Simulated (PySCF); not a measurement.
prop-1-ynylboronic acid (C₃H₅BO₂), SMILES CC#CB(O)O.

The structure is a stationary point at PBE-D3(BJ)/def2-SVP. The values are those of a single conformer.

These are TDDFT-M06-2X/def2-SVPD in PySCF 2.14.0 values and carry that method's errors.

Vertical excitations. 

### Question
Give excitation energies, oscillator strengths and character. (Estimate from the structure and the level; the computed values follow.)

### Answer

| state | energy (eV) | λ (nm) | f | main pairs |
|---|---|---|---|---|
| S1 | 5.14 | 241 | 0.000 | HOMO→LUMO+1 82 % |
| S2 | 6.25 | 198 | 0.052 | HOMO−1→LUMO+1 67 %, HOMO→LUMO+4 12 %, HOMO→LUMO+3 12 % |
| S3 | 6.53 | 190 | 0.000 | HOMO−1→LUMO+4 33 %, HOMO−1→LUMO+3 31 %, HOMO→LUMO+1 14 %, HOMO−1→LUMO+5 8 % |
| S4 | 6.96 | 178 | 0.029 | HOMO→LUMO 82 % |
| S5 | 7.04 | 176 | 0.010 | HOMO−1→LUMO 82 % |
| S6 | 7.83 | 158 | 0.013 | HOMO→LUMO+2 61 %, HOMO→LUMO+3 23 %, HOMO→LUMO 11 % |
| S7 | 7.93 | 156 | 0.000 | HOMO−1→LUMO+2 70 %, HOMO−1→LUMO+3 16 % |
| S8 | 8.34 | 149 | 0.473 | HOMO→LUMO+3 57 %, HOMO→LUMO+2 20 %, HOMO−1→LUMO+1 12 % |
| S9 | 8.36 | 148 | 0.006 | HOMO−2→LUMO 50 %, HOMO−1→LUMO+3 16 %, HOMO−1→LUMO+4 12 % |
| S10 | 8.64 | 144 | 0.004 | HOMO−2→LUMO 32 %, HOMO−1→LUMO+3 27 %, HOMO−1→LUMO+4 20 %, HOMO−1→LUMO+2 6 % |
| T1 | 4.85 | 256 | 0 | HOMO−1→LUMO+1 76 % |
| T2 | 5.13 | 242 | 0 | HOMO→LUMO+1 92 % |
| T3 | 5.94 | 209 | 0 | HOMO→LUMO+4 34 %, HOMO→LUMO+3 27 %, HOMO−1→LUMO+1 19 %, HOMO→LUMO+5 8 % |
| T4 | 6.17 | 201 | 0 | HOMO−1→LUMO+4 40 %, HOMO−1→LUMO+3 33 %, HOMO−1→LUMO+5 9 %, HOMO−1→LUMO+2 6 % |
Triplets are in the Tamm–Dancoff approximation, which puts them higher than full response would, so one can lie above its singlet here.
